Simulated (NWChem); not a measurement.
System: C₂H₄N₂OSi; SMILES O[Si@H]1C=NC=N1

Excerpt of the output:

```
             Northwest Computational Chemistry Package (NWChem) 7.3.0
             --------------------------------------------------------

 C1  symmetry detected

                             Geometry "geometry" -> ""
                             -------------------------

 Output coordinates in angstroms (scale by  1.889725989 to convert to a.u.)

  No.       Tag          Charge          X              Y              Z
 ---- ---------------- ---------- -------------- -------------- --------------
    1 O                    8.0000     0.06923243    -2.07954390    -0.52394020
    2 Si                  14.0000     0.06198800    -0.76787867     0.42474687
    3 C                    6.0000     1.25346126     0.69040817     0.01396631
    4 N                    7.0000     0.58279556     1.74908718    -0.22055452
    5 C                    6.0000    -0.80043562     1.47687023    -0.18093757
    6 N                    7.0000    -1.26463759     0.33654801     0.10392762
    7 H                    1.0000    -0.41410421    -2.09329381    -1.34699744
    8 H                    1.0000     0.16264309    -1.20854286     1.79819186
    9 H                    1.0000     2.32941904     0.77209180     0.03011961
   10 H                    1.0000    -1.44490894     2.31328081    -0.41803272

 Effective nuclear repulsion energy (a.u.)     284.0006320517

                                Z-matrix (autoz)
                                --------

 Units are Angstrom for bonds and degrees for angles

      Type          Name      I     J     K     L     M      Value
      ----------- --------  ----- ----- ----- ----- ----- ----------
    1 Stretch                  1     2                       1.61880
    2 Stretch                  1     7                       0.95458
    3 Stretch                  2     3                       1.92742
    4 Stretch                  2     6                       1.75574
    5 Stretch                  2     8                       1.44591
    6 Stretch                  3     4                       1.27499
    7 Stretch                  3     9                       1.07917
    8 Stretch                  4     5                       1.41032
    9 Stretch                  5     6                       1.26371
   10 Stretch                  5    10                       1.08219
   11 Bend                     1     2     3               119.03756
   12 Bend                     1     2     6               113.95292
   13 Bend                     1     2     8               108.02408
   14 Bend                     2     1     7               120.97747
   15 Bend                     2     3     4               110.01541
   16 Bend                     2     3     9               132.09831
   17 Bend                     2     6     5               109.34495
   18 Bend                     3     2     6                87.26088
   19 Bend                     3     2     8               112.95420
   20 Bend                     3     4     5               110.51642
   21 Bend                     4     3     9               117.66836
   22 Bend                     4     5     6               122.73681
   23 Bend                     4     5    10               115.38838
   24 Bend                     6     2     8               114.70058
   25 Bend                     6     5    10               121.87386
   26 Torsion                  1     2     3     4         119.23612
   27 Torsion                  1     2     3     9         -66.39564
   28 Torsion                  1     2     6     5        -122.46969
   29 Torsion                  2     3     4     5          -3.58719
   30 Torsion                  2     6     5     4           0.17729
   31 Torsion                  2     6     5    10         179.80454
   32 Torsion                  3     2     1     7         -81.58573
   33 Torsion                  3     2     6     5          -1.77408
   34 Torsion                  3     4     5     6           2.53293
   35 Torsion                  3     4     5    10        -177.11669
   36 Torsion                  4     3     2     6           3.23908
   37 Torsion                  4     3     2     8        -112.48682
   38 Torsion                  5     4     3     9        -178.87118
   39 Torsion                  5     6     2     8         112.28992
   40 Torsion                  6     2     1     7          19.18152
   41 Torsion                  6     2     3     9         177.60732
   42 Torsion                  7     1     2     8         147.89327
   43 Torsion                  8     2     3     9          61.88142

                           NWChem Geometry Optimization
                           ----------------------------

 maximum gradient threshold         (gmax) =   0.000450
 rms gradient threshold             (grms) =   0.000300
 maximum cartesian step threshold   (xmax) =   0.001800
 rms cartesian step threshold       (xrms) =   0.001200
 fixed trust radius                (trust) =   0.300000
 source of zmatrix                         =   autoz

          -------------------
          Energy Minimization
          -------------------

 Using diagonal initial Hessian
 Scaling for Hessian diagonals: bonds = 1.00  angles = 0.25  torsions = 0.10

          --------
          Step   0

                                 NWChem DFT Module
                                 -----------------

 Summary of "ao basis" -> "ao basis" (spherical)
 ------------------------------------------------------------------------------
       Tag                 Description            Shells   Functions and Types
 ---------------- ------------------------------  ------  ---------------------
 O                          def2-svp                 6       14   3s2p1d
 Si                         def2-svp                 8       18   4s3p1d
 C                          def2-svp                 6       14   3s2p1d
 N                          def2-svp                 6       14   3s2p1d
 H                          def2-svp                 3        5   2s1p

            General Information
            -------------------
          SCF calculation type: DFT
          Wavefunction type:  closed shell.
          No. of atoms     :    10
          No. of electrons :    52
           Alpha electrons :    26
            Beta electrons :    26
          Charge           :     0
          Spin multiplicity:     1
          Use of symmetry is: off; symmetry adaption is: off
          Maximum number of iterations: 150
          AO basis - number of functions:   108
                     number of shells:    50
          Convergence on energy requested:  1.00D-06
          Convergence on density requested:  1.00D-05
          Convergence on gradient requested:  5.00D-04

              XC Information
              --------------
                         PBE0 Method XC Functional
                     Hartree-Fock (Exact) Exchange  0.250
          PerdewBurkeErnzerhof Exchange Functional  0.750
            Perdew 1991 LDA Correlation Functional  1.000 local
           PerdewBurkeErnz. Correlation Functional  1.000 non-local

             Grid Information
             ----------------
          Grid used for XC integration:  medium
          Radial quadrature: Mura-Knowles
          Angular quadrature: Lebedev.
          Tag              B.-S. Rad. Rad. Pts. Rad. Cut. Ang. Pts.
          ---              ---------- --------- --------- ---------
          O                   0.60       49          12.0       434
          Si                  1.10       88          10.0       590
          C                   0.70       49          10.0       434
          N                   0.65       49          11.0       434
          H                   0.35       45          12.0       434
          Grid pruning is: on
          Number of quadrature shells:   513
          Spatial weights used:  Erf1

      Superposition of Atomic Density Guess
      -------------------------------------

 Sum of atomic energies:        -549.16479848

[...]

      ----------------------
      Optimization converged
      ----------------------

  Step       Energy      Delta E   Gmax     Grms     Xrms     Xmax
  ---- ---------------- -------- -------- -------- -------- --------
@   16    -552.14317337 -1.4D-07  0.00004  0.00001  0.00048  0.00111
                                     ok       ok       ok       ok

                                Z-matrix (autoz)
                                --------

 Units are Angstrom for bonds and degrees for angles

      Type          Name      I     J     K     L     M      Value     Gradient
      ----------- --------  ----- ----- ----- ----- ----- ---------- ----------
    1 Stretch                  1     2                       1.65283   -0.00000
    2 Stretch                  1     7                       0.96200   -0.00001
    3 Stretch                  2     3                       1.91579    0.00002
    4 Stretch                  2     6                       1.77088   -0.00003
    5 Stretch                  2     8                       1.48268    0.00002
    6 Stretch                  3     4                       1.28173    0.00001
    7 Stretch                  3     9                       1.09893   -0.00002
    8 Stretch                  4     5                       1.45521    0.00002
    9 Stretch                  5     6                       1.26994   -0.00001
   10 Stretch                  5    10                       1.10136    0.00004
   11 Bend                     1     2     3               118.34772    0.00000
   12 Bend                     1     2     6               115.11362    0.00000
   13 Bend                     1     2     8               106.31132    0.00001
   14 Bend                     2     1     7               117.85095   -0.00001
   15 Bend                     2     3     4               108.86806   -0.00001
   16 Bend                     2     3     9               132.79476   -0.00001
   17 Bend                     2     6     5               106.28848    0.00001
   18 Bend                     3     2     6                90.34905    0.00001
   19 Bend                     3     2     8               113.51522   -0.00002
   20 Bend                     3     4     5               110.43842   -0.00001
   21 Bend                     4     3     9               118.26642    0.00002
   22 Bend                     4     5     6               123.98201    0.00000
   23 Bend                     4     5    10               113.36739    0.00001
   24 Bend                     6     2     8               112.92378   -0.00000
   25 Bend                     6     5    10               122.65057   -0.00001
   26 Torsion                  1     2     3     4         121.58338    0.00001
   27 Torsion                  1     2     3     9         -61.62358    0.00001
   28 Torsion                  1     2     6     5        -124.00842   -0.00001
   29 Torsion                  2     3     4     5          -2.01444   -0.00000
   30 Torsion                  2     6     5     4           1.69210   -0.00000
   31 Torsion                  2     6     5    10        -178.38084    0.00000
   32 Torsion                  3     2     1     7         -62.45260   -0.00001
   33 Torsion                  3     2     6     5          -2.18801    0.00000
   34 Torsion                  3     4     5     6           0.32112    0.00000
   35 Torsion                  3     4     5    10        -179.61198   -0.00000
   36 Torsion                  4     3     2     6           2.53552   -0.00000
   37 Torsion                  4     3     2     8        -112.76978    0.00000
   38 Torsion                  5     4     3     9        -179.34302    0.00000
   39 Torsion                  5     6     2     8         113.64757   -0.00002
   40 Torsion                  6     2     1     7          42.64893    0.00000
   41 Torsion                  6     2     3     9         179.32856    0.00000
   42 Torsion                  7     1     2     8         168.47856    0.00001
   43 Torsion                  8     2     3     9          64.02326    0.00000

                         Geometry "geometry" -> "geometry"
                         ---------------------------------

 Output coordinates in angstroms (scale by  1.889725989 to convert to a.u.)

[...]

 Rotational Constants
 --------------------
 A=   0.207812 cm-1  (  0.298988 K)
 B=   0.088917 cm-1  (  0.127929 K)
 C=   0.070619 cm-1  (  0.101602 K)

 Temperature                      =   298.15K
 frequency scaling parameter      =   1.0000

 Zero-Point correction to Energy  =   41.351 kcal/mol  (  0.065897 au)
 Thermal correction to Energy     =   45.159 kcal/mol  (  0.071966 au)
 Thermal correction to Enthalpy   =   45.751 kcal/mol  (  0.072910 au)

 Total Entropy                    =   77.340 cal/mol-K
   - Translational                =   39.700 cal/mol-K (mol. weight = 100.0093)
   - Rotational                   =   26.605 cal/mol-K (symmetry #  =        1)
   - Vibrational                  =   11.035 cal/mol-K

 Cv (constant volume heat capacity) =   21.841 cal/mol-K
   - Translational                  =    2.979 cal/mol-K
   - Rotational                     =    2.979 cal/mol-K
   - Vibrational                    =   15.882 cal/mol-K

[normal modes left out]

 ----------------------------------------------------------------------------
 Normal Eigenvalue ||           Projected Infra Red Intensities
  Mode   [cm**-1]  || [atomic units] [(debye/angs)**2] [(KM/mol)] [arbitrary]
 ------ ---------- || -------------- ----------------- ---------- -----------
    1       -0.000 ||    0.000109           0.003         0.106       0.024
    2       -0.000 ||    0.000502           0.012         0.489       0.113
    3       -0.000 ||    0.000040           0.001         0.039       0.009
    4       -0.000 ||    0.000331           0.008         0.323       0.074
    5       -0.000 ||    0.000114           0.003         0.111       0.026
    6        0.000 ||    0.000503           0.012         0.490       0.113
    7      142.016 ||    0.007243           0.167         7.061       1.625
    8      177.548 ||    0.025384           0.586        24.745       5.694
    9      281.213 ||    0.102182           2.357        99.612      22.919
   10      412.028 ||    0.039108           0.902        38.125       8.772
   11      429.838 ||    0.005612           0.129         5.471       1.259
   12      508.593 ||    0.027063           0.624        26.382       6.070
   13      656.607 ||    0.009951           0.230         9.701       2.232
   14      712.996 ||    0.026253           0.606        25.592       5.888
   15      758.513 ||    0.065890           1.520        64.232      14.779
   16      763.391 ||    0.005940           0.137         5.791       1.332
   17      841.122 ||    0.026782           0.618        26.108       6.007
   18      870.814 ||    0.173512           4.003       169.148      38.919
   19      893.848 ||    0.069591           1.606        67.841      15.609
   20      951.382 ||    0.164052           3.785       159.926      36.797
   21     1002.005 ||    0.142135           3.279       138.560      31.881
   22     1022.609 ||    0.000420           0.010         0.409       0.094
   23     1280.623 ||    0.017714           0.409        17.268       3.973
   24     1350.672 ||    0.014067           0.325        13.713       3.155
   25     1630.820 ||    0.042003           0.969        40.946       9.421
   26     1716.721 ||    0.106461           2.456       103.783      23.879
   27     2294.851 ||    0.089128           2.056        86.886      19.991
   28     3147.497 ||    0.037684           0.869        36.736       8.453
   29     3161.668 ||    0.006833           0.158         6.661       1.533
   30     3931.843 ||    0.130892           3.020       127.600      29.359
 ----------------------------------------------------------------------------
```

Level: PBE0/def2-SVP. 

Question: Write an input that gives this output.

Answer: This is not unique; one that fits is the input that was run:
```
start job
memory heap 200 mb stack 900 mb global 1100 mb
geometry units angstroms
  O     -1.668605     0.031237     1.351658
  Si    -0.658049     0.552311     0.199363
  C      1.240848     0.495863     0.524868
  N      1.808603    -0.256546    -0.333694
  C      0.849793    -0.855503    -1.176863
  N     -0.386544    -0.609061    -1.089093
  H     -1.850839    -0.899357     1.461258
  H     -1.115882     1.850284    -0.243720
  H      1.871934     1.028437     1.219644
  H      1.243510    -1.550647    -1.906866
end
basis spherical
  * library def2-svp
end
dft
  xc pbe0
  iterations 150
end
driver
  maxiter 120
end
task dft optimize
task dft freq
```
